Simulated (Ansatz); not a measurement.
```xyz
2

C     0.0000    0.0000   -0.5718
C     0.0000    0.0000    0.5718
```

Basis set: cc-pVTZ (spherical functions). Frozen core: 2 orbitals. Charge 0, multiplicity 1.

Computed with Ansatz (development build ahead of 0.2.0); the reference of a correlated method needn't be the lowest determinant of its kind. Restricted open shells among the atoms or ions are ROHF, correlated in semicanonical orbitals with singles.

Problem. Give the atomization energy at this shape (free ground-state atoms in the same class of orbitals less the molecule, no zero-point energy) of singlet C2 by RHF-CCSD(T), UHF-BCCD(T), UHF-CCSD(T).

Solution.

```csv
method,atomization energy
RHF-CCSD(T),5.49 eV
UHF-BCCD(T),5.27 eV
UHF-CCSD(T),5.18 eV
```

Caution: the reference determinant was not shown to be the lowest; the shape is not the minimum. Caution for RHF-CCSD(T): an unrestricted determinant lies well below; other determinants can give a lower correlated total; the amplitudes may be one of several solutions. Caution for UHF-BCCD(T), UHF-CCSD(T): another reference gives a lower total; the program doubts this total; the unrestricted determinant is spin contaminated.
